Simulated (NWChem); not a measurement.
BHCl cation

```xyz
3

B      0.0000     0.0000    -1.0919
Cl     0.0000     0.0000     0.5077
H      0.0000     0.0000    -2.2675
```
Atoms are numbered in this order, from 1.

All runs: NWChem. Pople sets run with spherical d functions. Structure relaxed at the B3LYP/6-31G* (spherical d) level. B3LYP is NWChem's, with the RPA form of VWN correlation. Atomic charges in e: unrestrained fits to the electrostatic potential beside Mulliken populations; the two definitions need not agree.

For level Hartree-Fock/6-31G*:

```
Property      Result
------------  ------
ESP B1          0.58
Mulliken B1     0.53
ESP Cl2         0.29
Mulliken Cl2    0.23
```

Q: What are these values for level B3LYP/def2-SVP?

A: The ESP B1 comes out as 0.44. The Mulliken B1 is 0.34. The ESP Cl2 comes out as 0.40. The Mulliken Cl2 is 0.46.
